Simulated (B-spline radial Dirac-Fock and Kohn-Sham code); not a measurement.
## Anomalous scattering factors of Zr, 517 eV to 6.4039 keV

Calculated with a radial B-spline solver, using the dispersion relation over Dirac-Hartree-Slater subshell photoionisation cross sections, with the Kissel-Pratt high-energy constant (isolated atom, no bound-bound lines or fine structure). The forward scattering factor is f₀ + f′ + i f″.

Edges near this range: L1 2532.0 eV, L2 2307.0 eV, L3 2223.0 eV, M1 430.3 eV.

```csv
hν (eV),λ (Å),f′ (e),f″ (e),tabulated f′,tabulated f″
517,23.98,-12.860,18.176,–,18.31
612.2,20.25,-10.134,15.566,–,15.44
1000,12.40,?,?,?,?
1166,10.63,-6.704,7.367,-6.72,6.98
1169,10.61,-6.704,7.342,-6.72,6.96
1253.6,9.890,-6.754,6.697,-6.78,6.29
1486.9,8.338,-7.197,5.314,-7.32,4.90
1882,6.588,-9.128,3.808,-9.46,3.47
2000,6.199,-10.328,3.485,-10.77,3.19
2775,4.468,-4.772,12.886,-4.74,12.71
2816,4.403,-4.379,12.607,-4.36,12.45
2984.4,4.154,-3.141,11.555,-3.14,11.46
3166,3.916,-2.235,10.567,-2.22,10.43
3419,3.626,-1.396,9.395,-1.40,9.22
3987,3.110,-0.424,7.386,-0.42,7.21
4000,3.100,-0.410,7.348,-0.41,7.17
4082,3.037,-0.331,7.115,-0.33,6.94
4191,2.958,-0.241,6.822,-0.24,6.66
4510.9,2.749,-0.053,6.059,-0.05,5.93
5279,2.349,0.116,4.680,0.11,4.54
5414.7,2.290,0.122,4.487,0.12,4.34
6000,2.066,0.102,3.778,0.10,3.65
6403.9,1.936,0.063,3.384,0.06,3.26
```

Question: What are f′ and f″ at 1000 eV?

Answer: f′ = -6.845 and f″ = 8.956 electrons (tables: -6.81 and 8.73). By the optical theorem f″ corresponds to a photoabsorption cross section 2 rₑ λ f″ = 626000 b.

Tabulated f′: xraylib 4.2 anomalous scattering factors (Cullen et al., EPDL97); f″: Chantler's tables (J. Phys. Chem. Ref. Data 1995 and 2000). Both are theoretical tables.
